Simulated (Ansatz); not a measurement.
Total energies of CH₇InSSi, SMILES `[CH3][InH][S][SiH3]`.

```
atom   x (Å)   y (Å)   z (Å)
  C1   2.011  -1.714  -0.839
 In2   0.860  -0.060  -0.128
  S3  -1.501  -0.523   0.012
 Si4  -2.190   1.353   0.739
  H5   2.510  -1.445  -1.772
  H6   1.362  -2.572  -1.012
  H7   2.776  -1.979  -0.107
  H8   1.299   1.528   0.358
  H9  -3.664   1.262   0.900
 H10  -1.879   2.459  -0.205
 H11  -1.585   1.691   2.055
```

The species carries charge 0 and has multiplicity 1. Correlated methods include outer-core shells of In, which these sets cover unevenly. In: def2 effective core potential. Geometry: relaxed with PBE0-D4/def2-TZVP. It is one conformer, not always the lowest. Basis def2-TZVPP, Ansatz 0.2.0.

RPA on PBE orbitals: Hartree–Fock energy of these orbitals -917.63862 Eh, correlation -1.29207 Eh (frozen core).

| functional | energy without D4 (Eh) | D4 term (kJ/mol) |
| --- | --- | --- |
| revPBE | -920.11794 | -62.7 |
| BLYP | -920.12778 | -52.7 |

**Question.** Give the same for LDA (SPW92), PBE, r2SCAN, B97M-V, PBE0, B3LYP, r2SCANh, r2SCAN0, HSE06 (plane-wave form), BHLYP, CAM-B3LYP, LC-ωPBE, ωB97X-V, ωB97M-V, B2PLYP, PBE-QIDH. (An estimate is asked.)

**Answer.** The calculation gave: 
```json
{"functional": "LDA (SPW92)", "energy without D4 (Eh)": "-916.94198", "D4 term (kJ/mol)": "–"}
{"functional": "PBE", "energy without D4 (Eh)": "-919.82601", "D4 term (kJ/mol)": "-25.0"}
{"functional": "r2SCAN", "energy without D4 (Eh)": "-920.20659", "D4 term (kJ/mol)": "-5.9"}
{"functional": "B97M-V", "energy without D4 (Eh)": "-920.04707", "D4 term (kJ/mol)": "–"}
{"functional": "PBE0", "energy without D4 (Eh)": "-919.90059", "D4 term (kJ/mol)": "-21.4"}
{"functional": "B3LYP", "energy without D4 (Eh)": "-920.32900", "D4 term (kJ/mol)": "-40.7"}
{"functional": "r2SCANh", "energy without D4 (Eh)": "-920.18849", "D4 term (kJ/mol)": "-6.5"}
{"functional": "r2SCAN0", "energy without D4 (Eh)": "-920.16270", "D4 term (kJ/mol)": "-7.2"}
{"functional": "HSE06 (plane-wave form)", "energy without D4 (Eh)": "-919.88211", "D4 term (kJ/mol)": "-20.4"}
{"functional": "BHLYP", "energy without D4 (Eh)": "-920.10574", "D4 term (kJ/mol)": "-37.0"}
{"functional": "CAM-B3LYP", "energy without D4 (Eh)": "-920.18144", "D4 term (kJ/mol)": "-22.4"}
{"functional": "LC-ωPBE", "energy without D4 (Eh)": "-920.01879", "D4 term (kJ/mol)": "–"}
{"functional": "ωB97X-V", "energy without D4 (Eh)": "-920.07909", "D4 term (kJ/mol)": "–"}
{"functional": "ωB97M-V", "energy without D4 (Eh)": "-920.08192", "D4 term (kJ/mol)": "–"}
{"functional": "B2PLYP", "energy without D4 (Eh)": "-919.70875", "D4 term (kJ/mol)": "–"}
{"functional": "PBE-QIDH", "energy without D4 (Eh)": "-919.52278", "D4 term (kJ/mol)": "–"}
```

B3LYP takes the VWN-RPA correlation (the form of Gaussian; ORCA's B3LYP/G). HSE06 is the plane-wave form, built on full-range PBE exchange. The double hybrids freeze the cores in their second-order part.

LC-ωPBE has ω = 0.4 bohr⁻¹.
